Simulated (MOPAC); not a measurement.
Input for MOPAC: PM7 on H2IIn (SMILES [InH2][I]), a point of a bond scan (R = 1.714 Å).

```
PM7 1SCF PRECISE CHARGE=0 THREADS=1
H2IIn

In    -0.72638877 1    -1.13552285 1     0.19955666 1
H     -0.06961712 1    -2.17409956 1     1.39445122 1
H     -2.11914691 1    -1.24747254 1    -0.79314453 1
I      0.71286441 1     1.11438097 1    -0.19584118 1
```

It printed:

```
*******************************************************************************
 **                                                                           **
 **                              MOPAC v23.2.5                                **
 **                                                                           **
 *******************************************************************************
 ** MOPAC's Digital Object Identifier: https://doi.org/10.5281/zenodo.6511958 **
 **                                                                           **
 ** Please cite the open-source release paper for use of this MOPAC version:  **
 ** J. E. Moussa and J. J. P. Stewart (2026)                                  **
 ** MOPAC: An open-source semiempirical molecular orbital program             **
 ** J. Open Source Softw., 11(119), 8025, https://doi.org/10.21105/joss.08025 **
 *******************************************************************************

                              PM7 CALCULATION RESULTS

 *******************************************************************************
 *  PM7        - The PM7 Hamiltonian to be used
 *
 *
 *
 *                 CHARGE ON SYSTEM = 0
 *
 *
 *
 *  PRECISE    - TIGHTER CRITERIA TO BE USED
 *  1SCF       - DO 1 SCF AND THEN STOP
 *  THREADS=1  - MULTI-THREADING NOT USED
 *  T=         - A TIME OF 172800.0 SECONDS REQUESTED
 *  DUMP=N     - RESTART FILE WRITTEN EVERY 7200.0 SECONDS REQUESTED
 *******************************************************************************
PM7 1SCF PRECISE CHARGE=0 THREADS=1
 H2IIn

   ATOM   CHEMICAL          X               Y               Z
  NUMBER   SYMBOL      (ANGSTROMS)     (ANGSTROMS)     (ANGSTROMS)

     1      In         -0.72638877  *  -1.13552285  *   0.19955666  *
     2       H         -0.06961712  *  -2.17409956  *   1.39445122  *
     3       H         -2.11914691  *  -1.24747254  *  -0.79314453  *
     4       I          0.71286441  *   1.11438097  *  -0.19584118  *



          CARTESIAN COORDINATES

    NO.       ATOM           X           Y           Z

     1        In         -0.7264     -1.1355      0.1996
     2         H         -0.0696     -2.1741      1.3945
     3         H         -2.1191     -1.2475     -0.7931
     4         I          0.7129      1.1144     -0.1958

 General Reference for PM7:
 "Optimization of Parameters for Semiempirical Methods VI: More Modifications to the
 NDDO Approximations and Re-optimization of Parameters", J. J. P. Stewart, J. Mol. Mod., 1:32, 19 (2013)
 https://link.springer.com/article/10.1007/s00894-012-1667-x

           Empirical Formula: H2 In I  =     4 atoms



      MOLECULAR POINT GROUP   :   C2v


      RHF CALCULATION, NO. OF DOUBLY OCCUPIED LEVELS = 6


 -------------------------------------------------------------------------------
 PM7 1SCF PRECISE CHARGE=0 THREADS=1
 H2IIn



     1SCF WAS SPECIFIED, SO BFGS WAS NOT USED
     SCF FIELD WAS ACHIEVED


                              PM7 CALCULATION
                                                       MOPAC v23.2.5 Linux




          FINAL HEAT OF FORMATION =         39.87842 KCAL/MOL =     166.85132 KJ/MOL


          COSMO AREA              =        108.87 SQUARE ANGSTROMS
          COSMO VOLUME            =         95.03 CUBIC ANGSTROMS

          IONIZATION POTENTIAL    =          9.182936 EV
          HOMO LUMO ENERGIES (EV) =         -9.183  0.638
          NO. OF FILLED LEVELS    =          6
          MOLECULAR WEIGHT        =        243.7403         POINT GROUP:  C2v

          MOLECULAR DIMENSIONS (Angstroms)

            Atom       Atom       Distance
            I     4    H     2     3.73569
            H     3    I     4     2.84755
           In     1    H     2     0.00000


          SCF CALCULATIONS        =          1





   ATOM   CHEMICAL          X               Y               Z
  NUMBER   SYMBOL      (ANGSTROMS)     (ANGSTROMS)     (ANGSTROMS)

     1      In         -0.72638877  *  -1.13552285  *   0.19955666  *
     2       H         -0.06961712  *  -2.17409956  *   1.39445122  *
     3       H         -2.11914691  *  -1.24747254  *  -0.79314453  *
     4       I          0.71286441  *   1.11438097  *  -0.19584118  *

                             CARTESIAN COORDINATES

   1   In       -0.726388770    -1.135522850     0.199556660
   2    H       -0.069617120    -2.174099560     1.394451220
   3    H       -2.119146910    -1.247472540    -0.793144530
   4    I        0.712864410     1.114380970    -0.195841180


           Empirical Formula: H2 In I  =     4 atoms



      MOLECULAR POINT GROUP   :   C2v


                  EIGENVALUES
 -22.67533 -13.32899 -11.81759 -10.48975  -9.35766  -9.18294   0.63806   1.63103
   3.04454   3.06582 127.16777 127.23846 127.28666 127.63575 127.63785


              NET ATOMIC CHARGES AND DIPOLE CONTRIBUTIONS

  ATOM NO.   TYPE          CHARGE      No. of ELECS.   s-Pop       p-Pop       d-Pop
    1         In           0.589832        2.4102     0.72233     1.68783
    2          H          -0.060502        1.0605     1.06050
    3          H          -0.060502        1.0605     1.06050
    4          I          -0.468828        7.4688     1.87872     5.58818     0.00193
 DIPOLE           X         Y         Z       TOTAL
 POINT-CHG.    -3.027    -4.732     0.832     5.679
 HYBRID         0.472     0.738    -0.130     0.885
 SUM           -2.555    -3.994     0.702     4.793


          ATOMIC ORBITAL ELECTRON POPULATIONS

     Atom    s        px        py        pz      x^2-y^2     xz        z^2       yz        xy
    1 In   0.72233   0.62650   0.53028   0.53105
    2  H   1.06050
    3  H   1.06050
    4  I   1.87872   1.88183   1.73500   1.97135   0.00048   0.00012   0.00025   0.00038   0.00070

 **********************
 *                    *
 * JOB ENDED NORMALLY *
 *                    *
 **********************




 == MOPAC DONE ==
```

The run finished.

Cost: roughly 0.03 core-seconds.
